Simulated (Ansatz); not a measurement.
```yaml
crystal:
  periodic: [false, false, false]
  atoms:
    - {symbol: O, position_ang: [-1.721332, 0.624303, -0.487646]}
    - {symbol: Si, position_ang: [-0.983934, -0.488960, 0.151557]}
    - {symbol: Cl, position_ang: [-0.515130, -2.134652, -1.211557]}
    - {symbol: Si, position_ang: [1.433545, 0.258584, 0.521172]}
    - {symbol: Cl, position_ang: [1.463224, 1.535780, -1.168651]}
    - {symbol: H, position_ang: [-1.457769, 1.171654, -1.276072]}
    - {symbol: H, position_ang: [-1.624937, -1.101704, 1.267285]}
    - {symbol: H, position_ang: [2.233066, -0.673729, 0.627920]}
    - {symbol: H, position_ang: [1.227255, 1.125913, 1.745135]}
basis:
  gaussian: {orbitals: "6-31++G**"}
hamiltonian: {xc: {name: revPBE0}, dispersion: d3bjatm}
relax: {f_tol: 0.0001, max_steps: 3}
```

```sh
$ ansatz run in.yaml --threads 4 --pin off --events-out ev --progress --plain --max-ram 10444MiB
```

**Question.** How does Ansatz answer? (Best estimate.)

**Answer.** Ansatz gave: The calculation stopped without meeting its thresholds.
```
Functional definition: revPBE0
1262 factors; integrals over basis functions are off by at most 2.3e-4 eV
mean field evaluation 1: about -42900.1640 eV, gradient 5.2e1 eV
mean field evaluation 2: about -42893.3212 eV, gradient 8.0e1 eV
mean field evaluation 4: about -42904.7758 eV, gradient 2.3e0 eV
mean field evaluation 8: about -42904.8170 eV, gradient 9.1e-2 eV
mean field evaluation 16: about -42904.8171 eV, gradient 8.5e-5 eV
mean field -42904.81706611 eV, -1576.7229452501 hartree, gradient 8.5e-5 eV, S^2 0.000000; 0 other end points of the search recorded, 0 dependent functions left out
reference -42904.81715634 eV, -1576.7229485659 hartree; 37, 37 occupied and 98, 98 virtual orbitals, 1262 factors
relax step   1: F+E_penalty+E_count = -42905.39969778 eV  Δ(F+E_penalty+E_count) = +0.000e0 eV  max|allowed force component| = 8.512e0 eV/Å  Δτ_max = 0.0000 Å  (25 SCF iters, accepted)
1262 factors; integrals over basis functions are off by at most 4.2e-4 eV
mean field -42906.50532602 eV, -1576.7849876574 hartree, gradient 1.4e-5 eV, S^2 0.000000; 0 other end points of the search recorded, 0 dependent functions left out
reference -42906.50541522 eV, -1576.7849909354 hartree; 37, 37 occupied and 98, 98 virtual orbitals, 1262 factors
relax step   2: F+E_penalty+E_count = -42907.09760724 eV  Δ(F+E_penalty+E_count) = -1.698e0 eV  max|allowed force component| = 3.796e0 eV/Å  Δτ_max = 0.1998 Å  (29 SCF iters, accepted)
1262 factors; integrals over basis functions are off by at most 3.9e-4 eV
mean field -42906.88872887 eV, -1576.7990774524 hartree, gradient 1.4e-5 eV, S^2 0.000000; 0 other end points of the search recorded, 0 dependent functions left out
reference -42906.88881810 eV, -1576.7990807312 hartree; 37, 37 occupied and 98, 98 virtual orbitals, 1262 factors
relax step   3: F+E_penalty+E_count = -42907.46547421 eV  Δ(F+E_penalty+E_count) = -3.679e-1 eV  max|allowed force component| = 1.068e0 eV/Å  Δτ_max = 0.0813 Å  (29 SCF iters, accepted)
Error: geometry relaxation did not converge after 3 steps: max|allowed force component| = 1.07e0 eV/Å (threshold 1.0e-4). Raise `relax.max_steps` over both its present limit and 3, loosen `relax.f_tol`, or start from a geometry closer to equilibrium. Where this run's directory can be resumed (`checkpoint.write`), a resume goes on for up to `relax.max_steps` more
```
